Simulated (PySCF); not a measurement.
**Dipole response of In (indium, neutral)**

[Kr] 4d10 5s1 5p2, high-spin 4P determinant (an excited configuration). Calculation: PySCF 2.14, in aug-cc-pVQZ-PP with ECP28MDF (7s7p5d3f2g, 92 functions); scalar relativity through the core potential. Coupled (time-dependent) response in atomic units; α is the mean over directions.

```tsv
method	mean α (bohr³)	α xx, yy, zz	C₆ (like pair)	S(−4)
UHF	67.37	56.54, 72.78, 72.78	727.4	1868
PBE	76.73	58.49, 85.85, 85.85	839.3	2937
PBE0	71.76	56.29, 79.50, 79.50	776.5	2384
PW91	75.96	57.94, 84.97, 84.97	826.8	2889
```

S(−4) is the Cauchy moment in α(ω) = α(0) + S(−4) ω² + …

Spin-orbit coupling is absent.

α(iu) at PBE:

```json
{"u (hartree)": "0", "α(iu) (bohr³)": "76.73"}
{"u (hartree)": "0.0500", "α(iu) (bohr³)": "70.24"}
{"u (hartree)": "0.100", "α(iu) (bohr³)": "57.13"}
{"u (hartree)": "0.200", "α(iu) (bohr³)": "35.34"}
{"u (hartree)": "0.300", "α(iu) (bohr³)": "23.15"}
{"u (hartree)": "0.500", "α(iu) (bohr³)": "12.32"}
{"u (hartree)": "0.750", "α(iu) (bohr³)": "7.273"}
{"u (hartree)": "1.00", "α(iu) (bohr³)": "5.011"}
{"u (hartree)": "1.50", "α(iu) (bohr³)": "2.952"}
{"u (hartree)": "2.00", "α(iu) (bohr³)": "1.992"}
{"u (hartree)": "3.00", "α(iu) (bohr³)": "1.089"}
{"u (hartree)": "5.00", "α(iu) (bohr³)": "0.4612"}
```

The components differ because the open shell of this determinant is not spherical; for a pure term their mean is the scalar polarisability.

Energies and moments cover only the electrons outside the core potential.
